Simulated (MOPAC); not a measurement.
Job for MOPAC: PM6 on BrHN2 (a complex).

```
PM6 1SCF PRECISE CHARGE=0 THREADS=1
BrHN2

N      0.10233743 1    -0.33449021 1     0.15443636 1
N      0.10422743 1    -0.33848157 1    -0.93595964 1
Br     0.09075768 1    -0.30172074 1     4.00347226 1
H      0.09632103 1    -0.31866675 1     2.57787019 1
```

Output:

```
*******************************************************************************
 **                                                                           **
 **                              MOPAC v23.2.5                                **
 **                                                                           **
 *******************************************************************************
 ** MOPAC's Digital Object Identifier: https://doi.org/10.5281/zenodo.6511958 **
 **                                                                           **
 ** Please cite the open-source release paper for use of this MOPAC version:  **
 ** J. E. Moussa and J. J. P. Stewart (2026)                                  **
 ** MOPAC: An open-source semiempirical molecular orbital program             **
 ** J. Open Source Softw., 11(119), 8025, https://doi.org/10.21105/joss.08025 **
 *******************************************************************************

                              PM6 CALCULATION RESULTS

 *******************************************************************************
 *  PM6        - The PM6 Hamiltonian to be used
 *
 *
 *
 *                 CHARGE ON SYSTEM = 0
 *
 *
 *
 *  PRECISE    - TIGHTER CRITERIA TO BE USED
 *  1SCF       - DO 1 SCF AND THEN STOP
 *  THREADS=1  - MULTI-THREADING NOT USED
 *  T=         - A TIME OF 172800.0 SECONDS REQUESTED
 *  DUMP=N     - RESTART FILE WRITTEN EVERY 7200.0 SECONDS REQUESTED
 *******************************************************************************
PM6 1SCF PRECISE CHARGE=0 THREADS=1
 BrHN2

   ATOM   CHEMICAL          X               Y               Z
  NUMBER   SYMBOL      (ANGSTROMS)     (ANGSTROMS)     (ANGSTROMS)

     1       N          0.10233743  *  -0.33449021  *   0.15443636  *
     2       N          0.10422743  *  -0.33848157  *  -0.93595964  *
     3      Br          0.09075768  *  -0.30172074  *   4.00347226  *
     4       H          0.09632103  *  -0.31866675  *   2.57787019  *



          CARTESIAN COORDINATES

    NO.       ATOM           X           Y           Z

     1         N          0.1023     -0.3345      0.1544
     2         N          0.1042     -0.3385     -0.9360
     3        Br          0.0908     -0.3017      4.0035
     4         H          0.0963     -0.3187      2.5779

 General Reference for PM6:
 "Optimization of Parameters for Semiempirical Methods V: Modification of NDDO Approximations
 and Application to 70 Elements", J. J. P. Stewart, J. Mol. Mod., 13, 1173-1213 (2007)
 URL: https://link.springer.com/article/10.1007/s00894-007-0233-4

           Empirical Formula: H N2 Br  =     4 atoms



      MOLECULAR POINT GROUP   :   C*v


      RHF CALCULATION, NO. OF DOUBLY OCCUPIED LEVELS = 9


 -------------------------------------------------------------------------------
 PM6 1SCF PRECISE CHARGE=0 THREADS=1
 BrHN2



     1SCF WAS SPECIFIED, SO BFGS WAS NOT USED
     SCF FIELD WAS ACHIEVED


                              PM6 CALCULATION
                                                       MOPAC v23.2.5 Linux




          FINAL HEAT OF FORMATION =         24.85509 KCAL/MOL =     103.99371 KJ/MOL


          COSMO AREA              =        106.66 SQUARE ANGSTROMS
          COSMO VOLUME            =         83.18 CUBIC ANGSTROMS

          IONIZATION POTENTIAL    =         11.017180 EV
          HOMO LUMO ENERGIES (EV) =        -11.017 -0.168
          NO. OF FILLED LEVELS    =          9
          MOLECULAR WEIGHT        =        108.9253         POINT GROUP:  C*v

          MOLECULAR DIMENSIONS (Angstroms)

            Atom       Atom       Distance
           Br     3    N     2     4.93959
            H     4    N     2     0.00655
            N     1    N     2     0.00001


          SCF CALCULATIONS        =          1





   ATOM   CHEMICAL          X               Y               Z
  NUMBER   SYMBOL      (ANGSTROMS)     (ANGSTROMS)     (ANGSTROMS)

     1       N          0.10233743  *  -0.33449021  *   0.15443636  *
     2       N          0.10422743  *  -0.33848157  *  -0.93595964  *
     3      Br          0.09075768  *  -0.30172074  *   4.00347226  *
     4       H          0.09632103  *  -0.31866675  *   2.57787019  *

                             CARTESIAN COORDINATES

   1    N        0.102337430    -0.334490210     0.154436360
   2    N        0.104227430    -0.338481570    -0.935959640
   3   Br        0.090757680    -0.301720740     4.003472260
   4    H        0.096321030    -0.318666750     2.577870190


           Empirical Formula: H N2 Br  =     4 atoms



      MOLECULAR POINT GROUP   :   C*v


                  EIGENVALUES
 -38.63348 -27.49026 -19.23532 -17.31370 -17.31370 -15.08595 -13.04918 -11.01718
 -11.01718  -0.16754  -0.16754   1.60917   3.20716 113.67611 113.67611 113.78500
 114.13031 114.13031


              NET ATOMIC CHARGES AND DIPOLE CONTRIBUTIONS

  ATOM NO.   TYPE          CHARGE      No. of ELECS.   s-Pop       p-Pop       d-Pop
    1          N          -0.025613        5.0256     1.78625     3.23936
    2          N           0.027881        4.9721     1.78917     3.18295
    3         Br          -0.208971        7.2090     1.98022     5.22623     0.00253
    4          H           0.206702        0.7933     0.79330
 DIPOLE           X         Y         Z       TOTAL
 POINT-CHG.     0.006    -0.018    -1.603     1.603
 HYBRID        -0.001     0.002     0.214     0.214
 SUM            0.005    -0.015    -1.389     1.389


          ATOMIC ORBITAL ELECTRON POPULATIONS

     Atom    s        px        py        pz      x^2-y^2     xz        z^2       yz        xy
    1  N   1.78625   1.01087   1.01087   1.21762
    2  N   1.78917   0.98913   0.98914   1.20468
    3 Br   1.98022   1.99993   1.99983   1.22647   0.00000   0.00006   0.00241   0.00006   0.00000
    4  H   0.79330

 **********************
 *                    *
 * JOB ENDED NORMALLY *
 *                    *
 **********************




 == MOPAC DONE ==
```

The run finished.

Cost: roughly 0.020 core-seconds.
